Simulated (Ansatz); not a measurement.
`[O]=[Ta]([OH])([F])[Cl]` + H₂O → `[O]=[Ta]([OH])([OH])[Cl]` + H–F at 400 K and 1 bar (formal hydrolysis of a Ta–F bond).

Isolated molecules relaxed with PBE0-D4/def2-TZVP in Ansatz; ΔE leaves out vibrations. CCSD(T)/CBS is the MP2 limit (def2-TZVPP, def2-QZVPP) plus CCSD(T) − MP2 in def2-TZVPP, frozen cores. This one scheme is used for every species. def2 core potentials past Kr. For Ta outer-core shells are correlated without core-valence functions, which leaves a few kJ/mol of doubt a bond. Each species was taken in one conformer, which may not be the lowest.

```tsv
species	CCSD(T)/CBS energy (Eh)	H − E (kJ/mol)	S (J/(mol·K))
`[O]=[Ta]([OH])([F])[Cl]`	-767.66252	82.0	388.7
H₂O	-76.37941	69.8	198.6
`[O]=[Ta]([OH])([OH])[Cl]`	-743.63181	113.0	404.6
H–F	-100.39570	36.5	182.2
```

H − E and S are ideal-gas, rigid-rotor, harmonic terms from PBE0-D4/def2-TZVP, for one conformer and one mirror image of each species. 1 Eh = 2625.50 kJ/mol, R = 8.31446 J/(mol·K).

Question: By hand: ΔE, ΔH, ΔS and ΔG.

Answer: ΔE = (-743.63181) + (-100.39570) − (-767.66252) − (-76.37941) = 0.01442 Eh = 37.9 kJ/mol. Δ(H − E) = 113.0 + 36.5 − 82.0 − 69.8 = -2.3, so ΔH = 35.6 kJ/mol. ΔS = 404.6 + 182.2 − 388.7 − 198.6 = -0.5 J/(mol·K). ΔG = 35.6 − 400 × (-0.5)/1000 = 35.8 kJ/mol.

Question: By hand: the equilibrium constant, and the temperature at which ΔG would vanish if ΔH and ΔS stayed fixed.

Answer: log₁₀ K = −ΔG/(RT ln 10) = -4.7. ΔH and −TΔS have one sign here, so there is no such temperature.

The number of gas molecules stays the same, so ΔS is small and ΔH decides. A doubt of 5 kJ/mol in ΔE shifts log₁₀ K by 0.7 here. Other conformers and mirror images would add mixing entropy, several J/(mol·K) or more a flexible species. These are equilibria of isolated gas molecules and say nothing of rates. Largest T1 diagnostic: 0.020 (customary marks: 0.02 for closed shells, 0.045 for open ones).

ΔS is within the doubt of such terms, so its sign, and with it that verdict, could turn.
